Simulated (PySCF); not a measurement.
## Spinor energies of Cl³⁺ (chlorine, charge +3)

Start: [Ne] 3s2 3p2; 3p3/2 filled at m_j = +1/2, +3/2. Calculated with PySCF 2.14 in x2c-TZVPall-2c (5s6p2d1f, 40 functions): generalised Hartree-Fock with the X2C-1e Hamiltonian and a Gaussian nucleus; one run each with spin-orbit coupling (SO) switched off, then screened by Boettger's factors. This is a chosen level, not necessarily the ground level.

| spinor shell | electrons | ε, spin-free (eV) | ε, screened SO (eV) | weight of nominal j (screened SO) | rms radius, screened SO (bohr) |
| --- | --- | --- | --- | --- | --- |
| 1s1/2 | 2 | -2910.6 | -2910.6 | 1.000 | 0.105 |
| 2s1/2 | 2 | -335.27 | -335.28 | 1.000 | 0.477 |
| 2p1/2 | 2 | -264.38 | -265.64 | 0.891 | 0.449 |
| 3s1/2 | 2 | -65.652 | -65.659 | 0.999 | 1.51 |
| 3p3/2 | 2 | -52.890 | -52.863 | 0.807 | 1.64 |

(1) Where does 2p3/2 lie, and what is the 2p spin-orbit splitting (screened SO)?

| quantity | spin-free | screened SO |
| --- | --- | --- |
| E (hartree) | -458.19027 | -458.18925 |
| M_J | 2 | 2 |
| ⟨J²⟩ | 6.010 | 6.008 |
| ⟨L²⟩ | 2.007 | 2.020 |
| ⟨S²⟩ | 2.003 | 1.997 |

Each row is a mean over spinors that exchange with the open shell spreads, by up to 7.606 eV (3s1/2).

Rows whose weight is well below 1 are mixtures of j = l ± 1/2: exchange outweighs spin-orbit coupling there, and the label is only the starting occupation.

Without spin-orbit coupling the j labels of p, d and f shells carry no meaning; the spin-free column gives the mean over the occupied spinors of each nl shell.

Answers

(1) At -263.77 eV, 1.869 eV above 2p1/2.
